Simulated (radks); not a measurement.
Results of a calculation; reference values are marked as such.
All-electron atom: Ni2+ in [Ar] 3d8 (the NIST ground configuration).

Code: a radial shooting solver on a logarithmic mesh with Libxc functionals. Model: Dirac Kohn-Sham, BLYP, spin-unpolarised, spherical densities, finite nucleus; open shells fill j = l - 1/2 first; Fermi nuclear charge, rms radius 3.7757 fm.

Energy parts (eV):
| part | energy |
|---|---|
| total | -41359.726 |
| kinetic | 42031.061 |
| electron-nucleus | -98849.959 |
| Hartree | 17179.058 |
| exchange-correlation | -1719.886 |

Orbitals (lengths in bohr, moments of r in powers of bohr; r(90%) holds 90 % of the orbital's charge):
orbital  occ.  eigenvalue (eV)  <1/r>      <r>       <r^4>  r(90%)
1s1/2       2        -8232.583  28.09  0.05408  0.00003981  0.0966
2s1/2       2        -1001.089  6.097   0.2448    0.008727   0.379
2p1/2       2        -875.9732  6.051   0.2131    0.006339   0.349
2p3/2       4        -858.4685  5.925   0.2163    0.006666   0.354
3s1/2       2        -130.5294  1.923   0.7406      0.6552    1.11
3p1/2       2         -92.4599  1.792   0.7721      0.8763    1.19
3p3/2       4         -90.2494  1.762   0.7822      0.9237    1.21
3d3/2       4         -28.5178  1.389   0.9687       3.928    1.68
3d5/2       4         -28.2722  1.380   0.9746       4.029    1.70

The highest occupied level is 3d5/2 at -28.272 eV. Summed over all electrons, <r^2> = 15.96 bohr^2, which gives a Langevin (diamagnetic) susceptibility term of -12.6 x 10^-6 cm^3/mol. The density falls to 0.001 e/bohr^3 at r = 2.99 bohr.
